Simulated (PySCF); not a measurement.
**Electron correlation in P (phosphorus, neutral)**

[Ne] 3s2 3p2 3d1, one real determinant (an excited configuration). Calculation: PySCF 2.14, in aug-cc-pwCVTZ (8s7p5d3f, 75 functions); the non-relativistic Hamiltonian (point nucleus). Frozen: 1s2; 13 electrons correlated.

MP2 pair energies summed by pair of shells (mhartree):

```json
{"pair": "2p-2p", "energy": "-170.30", "share (%)": "49.2"}
{"pair": "2s-2p", "energy": "-43.73", "share (%)": "12.6"}
{"pair": "3s-3p", "energy": "-38.66", "share (%)": "11.2"}
{"pair": "2p-3s", "energy": "-20.58", "share (%)": "5.9"}
{"pair": "3s-3s", "energy": "-17.39", "share (%)": "5.0"}
{"pair": "3s-3d", "energy": "-13.78", "share (%)": "4.0"}
{"pair": "2p-3p", "energy": "-13.29", "share (%)": "3.8"}
{"pair": "2s-2s", "energy": "-8.26", "share (%)": "2.4"}
{"pair": "3p-3d", "energy": "-7.70", "share (%)": "2.2"}
{"pair": "3p-3p", "energy": "-6.47", "share (%)": "1.9"}
{"pair": "2s-3s", "energy": "-2.67", "share (%)": "0.8"}
{"pair": "2s-3p", "energy": "-2.00", "share (%)": "0.6"}
{"pair": "2p-3d", "energy": "-0.99", "share (%)": "0.3"}
{"pair": "2s-3d", "energy": "-0.11", "share (%)": "0.0"}
```

Total MP2 correlation energy: -345.91 mhartree.

Same-spin part -96.62 and opposite-spin part -249.29 mhartree; SCS-MP2 scales them by 1/3 and 6/5 to -331.36 mhartree.

The reference is one real determinant that mixes LS terms of this configuration.
